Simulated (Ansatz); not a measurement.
A calculation with Ansatz (development build ahead of 0.2.0).

```yaml
crystal:
  periodic: [false, false, false]
  atoms:
    - { symbol: H, position_ang: [2.31123, -0.19544, 0.14762] }
    - { symbol: H, position_ang: [2.11214, -0.01095, -0.62923] }
    - { symbol: H, position_ang: [0.21988, 2.06065, 0.34151] }
    - { symbol: H, position_ang: [-0.25726, 2.14803, -0.47324] }
    - { symbol: H, position_ang: [-2.55515, 0.06688, 0.37497] }
    - { symbol: H, position_ang: [-2.36639, 0.27585, -0.31374] }
    - { symbol: H, position_ang: [0.20353, -2.42307, 0.52123] }
    - { symbol: H, position_ang: [0.01834, -2.48869, -0.17351] }
basis:
  gaussian: { orbitals: def2-SVP }
hamiltonian:
  xc: hf
output:
  forces: true
```

The input is written out in the form of the current development build from the run's settings.

Output:

```yaml
Converged: yes
Total_energy: -4.49040 hartree
```

Forces (eV/Å):
```
atom      Fx      Fy      Fz
  H1  -0.551   0.529  -2.264
  H2   0.600  -0.537   2.260
  H3  -2.255   0.436  -3.856
  H4   2.260  -0.378   3.853
  H5  -0.041  -0.036   0.084
  H6   0.003   0.011  -0.082
  H7   0.258   0.081   0.999
  H8  -0.273  -0.106  -0.995
```

Caution: stretched shape with no unrestricted run beside it, a lower state can exist.
